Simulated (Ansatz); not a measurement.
This geometry of C$_{2}$H$_{7}$NSi$_{2}$ (12 atoms, charge 0, multiplicity 1) is a first-order saddle point.

Method: RKS B3LYP-D4/def2-SVP in Ansatz 0.2.0.

```xyz
12
Properties=species:S:1:pos:R:3
C -1.505 -0.061 1.284
Si 0.340 -0.388 0.986
Si 0.618 -1.312 -1.245
C 0.947 0.714 -2.116
N -0.194 0.330 -2.146
H -1.682 0.396 2.270
H -2.080 -0.999 1.234
H -1.900 0.618 0.511
H 0.857 -1.336 2.027
H 1.097 0.899 1.151
H 1.952 -0.468 -1.637
H 1.626 1.551 -2.284
```

Task: Which two structures does it join? (They come from a converged band through this point; their orientation in space is the band's.)

Result: Bonds broken: Si3–C4, Si3–H11. Bonds formed: C4–H11.

First end point:

```xyz
12
Properties=species:S:1:pos:R:3
C -1.544 -0.194 1.335
Si 0.332 -0.163 1.116
Si 0.897 -0.479 -1.128
C 1.291 0.923 -2.213
N 0.047 0.693 -2.296
H -1.819 0.014 2.382
H -1.958 -1.176 1.058
H -2.015 0.568 0.694
H 0.983 -1.230 1.934
H 0.884 1.159 1.539
H 1.063 -1.853 -1.673
H 1.915 1.682 -2.713
```

Last end point:

```xyz
12
Properties=species:S:1:pos:R:3
C -1.710 -0.005 1.581
Si 0.048 -0.488 1.048
Si -0.020 -1.457 -1.170
C 1.627 0.620 -2.420
N 0.921 -0.233 -1.819
H -1.712 0.398 2.607
H -2.380 -0.879 1.554
H -2.126 0.765 0.911
H 0.576 -1.515 2.006
H 0.949 0.707 1.126
H 2.722 0.507 -2.515
H 1.184 1.524 -2.875
```

Task: How far does it lie above each of them?

Result: 1.13 eV above the first and 1.76 eV above the second. This is the barrier of this one path; another mechanism may lie lower. The orbitals stay closed-shell, which can raise the energy where a bond breaks towards radicals; this wasn't checked here.

Run time: 8.6 min on 2 threads of Arm Neoverse V2 (shared host), peak memory 0.26 GiB.
